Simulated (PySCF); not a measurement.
Reproducing measurements on C8H10

**Experimental background.**

From NIST CCCBDB Release 22 (SRD 101), experimental dipoles, for the gas: dipole moment (dielectric constant against temperature) 0.59 D.

The runs below try to reproduce these values; the comparison stands at the end.

Species: C8H10.
Atom-mapped SMILES: `[CH3:1][CH2:2][c:3]1[cH:4][cH:5][cH:6][cH:7][cH:8]1` (hydrogens: H9, H10, H11 on C1; H12, H13 on C2; H14 on C4; H15 on C5; H16 on C6; H17 on C7; H18 on C8)

Structure used (GFN2-xTB), in Å, numbered top down from 1:
```xyz
18
C8H10 angstrom
C     -2.3883   -0.4634   -0.6435
C     -1.6556    0.1396    0.5566
C     -0.1724    0.1466    0.3164
C      0.6075   -0.9452    0.6756
C      1.9666   -0.9581    0.4177
C      2.5650    0.1229   -0.2062
C      1.7966    1.2149   -0.5712
C      0.4377    1.2246   -0.3119
H     -3.4622   -0.4692   -0.4712
H     -2.1832    0.1151   -1.5416
H     -2.0577   -1.4857   -0.8136
H     -1.8842   -0.4470    1.4491
H     -2.0100    1.1598    0.7183
H      0.1448   -1.7911    1.1647
H      2.5608   -1.8138    0.7044
H      3.6265    0.1145   -0.4059
H      2.2578    2.0613   -1.0595
H     -0.1584    2.0806   -0.5966
```

Runs made with PySCF (gas phase, on this GFN2-xTB geometry; no spin–orbit coupling):

```csv
level,job,basis functions,wall time
wB97X-D/def2-SVPD,"8 singlets by full TDDFT, 3 Tamm–Dancoff triplets, polarisability",240,43 s
```

Hardware: one thread, Arm Neoverse V2, shared host.

**Comparison with experiment**

**Dipole moment.** Measured: 0.59 D (NIST CCCBDB Release 22 (SRD 101), experimental dipoles).

```
            level  computed (D)  computed − measured (D)  % (from the printed values)
wB97X-D/def2-SVPD          0.41                    -0.18                          -31
```

The computed dipoles belong to one fixed geometry; measured ones are averaged over vibrations unless marked μe. Magnitudes are compared, not signs.

No measured geometry was used, and the causes of the misses weren't examined.
